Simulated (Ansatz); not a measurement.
Ansatz (an electronic-structure program) input (CCSD(T)/STO-3G):

Ansatz 0.2 input:
```yaml
crystal:
  periodic: [false, false, false]
  atoms:
    - {symbol: Zn, position_ang: [0.00000000, 0.00000000, 0.00000000]}
    - {symbol: Cl, position_ang: [0.00000000, 0.00000000, 2.09825127]}
    - {symbol: Cl, position_ang: [-0.00000000, -0.00000000, -2.09825127]}
basis:
  gaussian:
    orbitals: STO-3G
magnetization: {spin_polarized: false}
correlation: {method: ccsd_t, electrons: outside_noble_gas}
```

End of the output:

```
cycle   1  -3.20711698 eV  change   -5.1e-3 eV  update   6.1e-3
cycle   2  -3.22003316 eV  change   -1.3e-2 eV  update   5.3e-3
cycle   3  -3.23765018 eV  change   -1.8e-2 eV  update   3.8e-3
cycle   4  -3.23968018 eV  change   -2.0e-3 eV  update   1.5e-3
cycle   5  -3.24179472 eV  change   -2.1e-3 eV  update   9.2e-4
cycle   6  -3.24237532 eV  change   -5.8e-4 eV  update   6.1e-4
cycle   7  -3.24211586 eV  change    2.6e-4 eV  update   2.5e-4
cycle   8  -3.24181532 eV  change    3.0e-4 eV  update   1.0e-4
cycle   9  -3.24183174 eV  change   -1.6e-5 eV  update   3.5e-5
cycle  10  -3.24187945 eV  change   -4.8e-5 eV  update   1.3e-5
cycle  11  -3.24189896 eV  change   -2.0e-5 eV  update   5.2e-6
coupled cluster: 0.04 GiB planned
perturbative correction -0.20305361 eV, -0.0074620825 hartree
WARN: in the space of 8 natural orbitals, full CI finds another state of this spin 0.727 eV below this run's state, or below the method's energy where it …
Total energy: -72564.21843655 eV, -2666.6858417495 hartree
```

The program attaches cautions to this result: lower state.
